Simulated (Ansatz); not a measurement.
`CC(C)[SiH](F)F` + `C=C[SiH2]S` → `C=C[SiH2]S[SiH](F)F` + `CCC`  (ligand exchange at the Si–C bond)

Gas-phase electronic energies from Ansatz, PBE0-D4/def2-TZVP geometries. CCSD(T)/CBS is the MP2 limit (def2-TZVPP, def2-QZVPP) plus CCSD(T) − MP2 in def2-TZVPP, frozen cores. DFT in def2-TZVPP. B3LYP here is the variant with VWN-RPA as its local correlation; programs differ in this. Each species was taken in one conformer, which may not be the lowest.

| level | ΔE (kJ/mol) |
| --- | --- |
| PBE0-D4 | -75.4 |
| ωB97X-V | -71.4 |
| ωB97M-V | -71.5 |
| PBE0 | -72.2 |
| B3LYP | -69.5 |
| SCS-MP2/def2-TZVPP | -71.4 |
| HF/def2-QZVPP | -71.9 |
| MP2/CBS(def2) | -76.5 |

(1) What does CCSD(T)/CBS give? (Estimate.)

Largest T1 diagnostic among the species: 0.012.

Results:

(1) The calculation gave: -72.0 kJ/mol. The listed levels differ from it by -3.4, 0.6, 0.5, -0.2, 2.5, 0.6, 0.1, -4.5 kJ/mol.

The D4 term adds −5.3 kJ/mol with B3LYP and −3.1 kJ/mol with PBE0; it sums over pairs of atoms, weighted by their polarisabilities, and B3LYP, whose exchange is more repulsive, gets the larger term.
